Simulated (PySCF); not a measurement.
## Br(2+) (bromine, charge +2) across methods

[Ar] 3d10 4s1 4p3 4d1, high-spin 6D determinant (an excited configuration). All numbers are calculated (PySCF 2.14, a scalar-relativistic core potential, in aug-cc-pwCVTZ-PP with ECP10MDF (8s7p6d4f1g, 96 functions)).

| method | E (hartree) | mean ε 4s α (eV) | mean ε 4p α (eV) | mean ε 4d α (eV) | Σ⟨r²⟩ (bohr²) | ⟨S²⟩ |
| --- | --- | --- | --- | --- | --- | --- |
| UHF | -413.45163 | -57.372 | -39.257 | -18.213 | 28.74 | 8.751 |
| PW91 | -414.7431 | -46.701 | -32.528 | -14.626 | 28.78 | 8.750 |
| MN15 | -415.2897 | -49.312 | -34.518 | -15.974 | 28.70 | 8.751 |
| PBE | -414.6088 | -46.611 | -32.466 | -14.590 | 28.80 | 8.750 |
| r2SCAN | -414.4890 | -48.011 | -33.253 | -14.586 | 28.68 | 8.751 |
| PBE0 | -414.5887 | -49.487 | -34.318 | -15.575 | 28.70 | 8.750 |
| LC-wPBE | -414.6659 | -52.637 | -37.274 | -18.103 | 28.51 | 8.750 |
| LDA | -413.9855 | -46.785 | -32.539 | -14.492 | 28.90 | 8.751 |

(1) Estimate the same row for TPSSh.

Energies and moments cover only the electrons outside the core potential. The outer electron is Rydberg-like, and this basis confines it to a smaller radius and binds it less than a complete one would.

Results:

(1) E (hartree) = -414.5384; mean ε 4s α (eV) = -47.930; mean ε 4p α (eV) = -33.303; mean ε 4d α (eV) = -14.977; Σ⟨r²⟩ (bohr²) = 28.69; ⟨S²⟩ = 8.751.
